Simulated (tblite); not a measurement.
C₆H₃BrF₂.
Numbering: `[F:1]/[CH:2]=[C:3]1[C:4]([F:5])=[CH:6][C:7]/1=[CH:8]/[Br:9]` (hydrogens: H10 on C2; H11 on C6; H12 on C8)

Computed with GFN2-xTB (tblite), gas phase: L-BFGS steps from a force-field or distance-geometry start until the largest atomic force falls under 0.01 eV/Å.

Step 10: E = -756.8808 eV
```
atom  x, y, z in Å  |  force x, y, z in eV/Å
F1     -1.0530    2.4546   -0.0553   -0.006   0.027   0.002
C2      0.1636    1.9233   -0.1660   -0.023   0.013  -0.012
C3      0.3912    0.6207   -0.0994   -0.013   0.011   0.008
C4      1.5856   -0.2258   -0.1844   -0.016  -0.009  -0.002
F5      2.8581    0.0891   -0.3658    0.006   0.008  -0.001
C6      0.9134   -1.3840   -0.0151    0.022   0.030  -0.010
C7     -0.3663   -0.6570    0.0905   -0.014  -0.017   0.011
C8     -1.6150   -1.0548    0.2804    0.017  -0.014   0.002
Br9    -3.1137    0.0781    0.3876   -0.012   0.012  -0.001
H10     0.9252    2.6763   -0.3190    0.037  -0.052   0.005
H11     1.1718   -2.4217    0.0284    0.011   0.002   0.001
H12    -1.8598   -2.0995    0.3919   -0.008  -0.011  -0.002
```

Step 11: E = -756.8810 eV
```
atom  x, y, z in Å  |  force x, y, z in eV/Å
F1     -1.0528    2.4565   -0.0553    0.009   0.013  -0.001
C2      0.1632    1.9230   -0.1664   -0.021   0.042  -0.009
C3      0.3908    0.6206   -0.0989   -0.029   0.004   0.005
C4      1.5851   -0.2257   -0.1846    0.002   0.015  -0.003
F5      2.8575    0.0891   -0.3658    0.013   0.012  -0.002
C6      0.9134   -1.3835   -0.0152    0.026   0.000  -0.008
C7     -0.3660   -0.6577    0.0907   -0.038  -0.001   0.014
C8     -1.6147   -1.0556    0.2805    0.007  -0.017   0.003
Br9    -3.1134    0.0782    0.3875   -0.005   0.007  -0.001
H10     0.9262    2.6751   -0.3189    0.027  -0.057   0.004
H11     1.1726   -2.4205    0.0283    0.013  -0.014   0.001
H12    -1.8605   -2.1003    0.3919   -0.004  -0.002  -0.004
```

Step 12: E = -756.8813 eV
```
atom  x, y, z in Å  |  force x, y, z in eV/Å
F1     -1.0524    2.4606   -0.0555    0.026  -0.001  -0.004
C2      0.1620    1.9230   -0.1673   -0.009   0.049   0.001
C3      0.3894    0.6207   -0.0980   -0.045  -0.002  -0.001
C4      1.5842   -0.2248   -0.1849    0.003   0.026   0.001
F5      2.8565    0.0893   -0.3657    0.025   0.022  -0.006
C6      0.9136   -1.3828   -0.0155    0.026  -0.007  -0.005
C7     -0.3659   -0.6590    0.0912   -0.054   0.014   0.013
C8     -1.6145   -1.0574    0.2806   -0.012  -0.010   0.006
Br9    -3.1130    0.0786    0.3875    0.009  -0.005  -0.002
H10     0.9287    2.6719   -0.3186    0.013  -0.051   0.001
H11     1.1744   -2.4187    0.0282    0.018  -0.042   0.001
H12    -1.8619   -2.1020    0.3920    0.002   0.008  -0.005
```

Step 13: E = -756.8817 eV
```
atom  x, y, z in Å  |  force x, y, z in eV/Å
F1     -1.0513    2.4666   -0.0559    0.033  -0.009  -0.008
C2      0.1604    1.9234   -0.1684    0.007   0.031   0.015
C3      0.3866    0.6208   -0.0968   -0.047  -0.010  -0.009
C4      1.5829   -0.2232   -0.1852    0.004   0.033   0.005
F5      2.8555    0.0900   -0.3658    0.021   0.033  -0.008
C6      0.9143   -1.3820   -0.0160    0.015  -0.016   0.002
C7     -0.3665   -0.6607    0.0922   -0.046   0.021   0.007
C8     -1.6146   -1.0602    0.2809   -0.031   0.003   0.008
Br9    -3.1121    0.0791    0.3872    0.017  -0.016  -0.001
H10     0.9325    2.6670   -0.3182    0.004  -0.034  -0.004
H11     1.1774   -2.4170    0.0279    0.016  -0.050   0.000
H12    -1.8640   -2.1045    0.3920    0.007   0.013  -0.006
```

Task: Estimate the geometry and energy of step 14. (The exact step hangs on the optimiser's Hessian estimate; all steps are aligned on step 13, rigid shifts and turns removed.)

Result: E = -756.8820 eV, largest force 0.042 eV/Å
```
atom  x, y, z in Å  |  force x, y, z in eV/Å
F1     -1.0497    2.4721   -0.0564    0.025  -0.007  -0.009
C2      0.1592    1.9240   -0.1690    0.018   0.001   0.025
C3      0.3834    0.6209   -0.0958   -0.029  -0.014  -0.014
C4      1.5816   -0.2214   -0.1854   -0.001   0.020   0.008
F5      2.8548    0.0911   -0.3660    0.002   0.041  -0.008
C6      0.9150   -1.3814   -0.0163    0.001  -0.015   0.007
C7     -0.3676   -0.6619    0.0931   -0.019   0.012   0.000
C8     -1.6154   -1.0627    0.2813   -0.031   0.014   0.007
Br9    -3.1109    0.0792    0.3870    0.011  -0.018   0.000
H10     0.9359    2.6624   -0.3181    0.005  -0.013  -0.009
H11     1.1806   -2.4162    0.0277    0.010  -0.034  -0.002
H12    -1.8658   -2.1067    0.3920    0.010   0.013  -0.006
```

The energy changes by -0.0003 eV. The first-order estimate −F·Δx gives -0.0004 eV and the mean of the old and new forces, exact on a quadratic surface, -0.0003 eV. The step makes an angle of 72° with the force vector and moves no atom by more than 0.006 Å.

The cost below is that of the whole relaxation. Hardware: AMD EPYC 7R43, one thread, no GPU, on a shared host. Cost: 0.34 s wall.
